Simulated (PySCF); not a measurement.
Members of one family of related compounds. Computed, not measured: TDDFT CAM-B3LYP/def2-SVPD, vertical, gas phase, core orbitals frozen in the response in PySCF 2.14.0, density-fitted response routines. Geometries: GFN2-xTB; one conformer of each isolated species. Triplets are in the Tamm–Dancoff approximation. 'Strongest' means the level of largest summed f among the lowest 8 singlets; it needn't be the same kind of state in each.

Problem. Rank by computed energy of the strongest computed level, lowest first.
A. `[H]/N=C\C=N\[SiH2]P`
B. `C/C=N/[SiH2]P`
C. `C/N=C/C=N/[SiH2]P`
D. `C(/C=N/[SiH2]P)[SiH3]`
E. `P[SiH2]/N=C/CC=C`
F. `P[SiH2]/N=C/C1CC1`

Solution. A (5.20 eV), C (5.85 eV), B (6.23 eV), E (6.60 eV), D (6.76 eV), F (6.92 eV).

```
             SMILES  strongest (eV)  LUMO (eV)  first f ≥ 0.01 (nm)  f (strongest)  HOMO (eV)    S1 mainly
[H]/N=C\C=N\[SiH2]P            5.20      -1.19                  238           0.38      -8.64  H-1→L (95%)
  C/N=C/C=N/[SiH2]P            5.85      -1.07                  246           0.37      -8.44  H-1→L (66%)
      C/C=N/[SiH2]P            6.23       0.39                  199           0.33      -8.36    H→L (73%)
   C=CC/C=N/[SiH2]P            6.60       0.31                  202           0.11      -8.39    H→L (85%)
[SiH3]C/C=N/[SiH2]P            6.76       0.19                  206           0.40      -8.36    H→L (87%)
  P[SiH2]/N=C/C1CC1            6.92       0.40                  202           0.44      -8.33    H→L (64%)
```

H and L stand for HOMO and LUMO.

- `[H]/N=C\C=N\[SiH2]P`: Löwdin shares by element: HOMO phosphorus 61%, silicon 10%, nitrogen 7% or more, hydrogen 6% or more (atoms not listed hold the other 16%); LUMO nitrogen 47%, carbon 37% (atoms not listed hold the other 16%).
- `C/N=C/C=N/[SiH2]P`: Löwdin shares by element: HOMO phosphorus 44%, nitrogen 20% or more, silicon 12%, carbon 5% or more (atoms not listed hold the other 19%); LUMO nitrogen 42%, carbon 40% or more (atoms not listed hold the other 18%).
- `C/C=N/[SiH2]P`: Löwdin shares by element: HOMO nitrogen 46%, phosphorus 15%, carbon 11% or more, silicon 10% (atoms not listed hold the other 18%); LUMO carbon 35% or more, nitrogen 28%, silicon 8%, phosphorus 8% (atoms not listed hold the other 21%).
- `C=CC/C=N/[SiH2]P`: Löwdin shares by element: HOMO nitrogen 50%, carbon 12% or more, silicon 10%, phosphorus 8% (atoms not listed hold the other 20%); LUMO carbon 33% or more, nitrogen 28%, silicon 8%, phosphorus 7% (atoms not listed hold the other 25%).
- `[SiH3]C/C=N/[SiH2]P`: Löwdin shares by element: HOMO nitrogen 52%, carbon 12% or more, silicon 11% or more, hydrogen 7% or more (atoms not listed hold the other 18%); LUMO carbon 39%, nitrogen 25%, silicon 9% or more (atoms not listed hold the other 27%).
- `P[SiH2]/N=C/C1CC1`: Löwdin shares by element: HOMO nitrogen 39%, phosphorus 22%, silicon 10%, carbon 9% or more (atoms not listed hold the other 19%); LUMO carbon 33% or more, nitrogen 27%, silicon 7%, phosphorus 6% (atoms not listed hold the other 27%).
